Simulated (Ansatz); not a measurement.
A thermochemical cycle in electronic energies (no zero-point or thermal terms), species as SMILES, kcal/mol. Structures are relaxed separately at B3LYP-D3(BJ)/def2-TZVP in Ansatz (a quantum-chemistry and plane-wave program), one conformer each, not searched for the lowest. Correlated levels leave the core frozen unless marked. UHF or UKS for open shells. Spin-orbit coupling is left out. No relativistic terms. CBS marks a two-point X^-3 extrapolation of the correlation energy; Hartree-Fock from the larger set. The bracket is a focal-point correction in the basis named. Anions need diffuse functions, of which def2-TZVPD holds fewer than the aug- sets.

```tsv
step	RI-MP2/CBS(aug-cc-pVTZ,aug-cc-pVQZ)+[CCSD(T)-MP2]/aug-cc-pVTZ (Ansatz)	PBE0-D4/def2-TZVPD (Ansatz + dftd4)
electron affinity EA, positive where the anion is bound: B[CH2] + e- → B[CH2-]	45.0	40.7
deprotonation energy A: BC (CH5B) [methylborane] → B[CH2-] + H+	370.1	371.2
ionisation of the H atom at the same level, IE	313.7	314.4
```

Task: Find the bond energy D: BC (CH5B) [methylborane] -> B[CH2] + H atom.

Result: Breaking the bond, ionising the H atom and attaching the electron to the radical add up to the deprotonation, A = D + IE - EA. At RI-MP2/CBS(aug-cc-pVTZ,aug-cc-pVQZ)+[CCSD(T)-MP2]/aug-cc-pVTZ: D = A - IE + EA = 370.1 - 313.7 + 45.0 = 101.4. At PBE0-D4/def2-TZVPD: D = A - IE + EA = 371.2 - 314.4 + 40.7 = 97.5. The functional differs from the first level by -3.9 in D, -4.3 in EA and +1.1 in A; for EA and A the gap mixes functional and basis. The site is the one shown; other sites or isomers of the anion may lie lower.
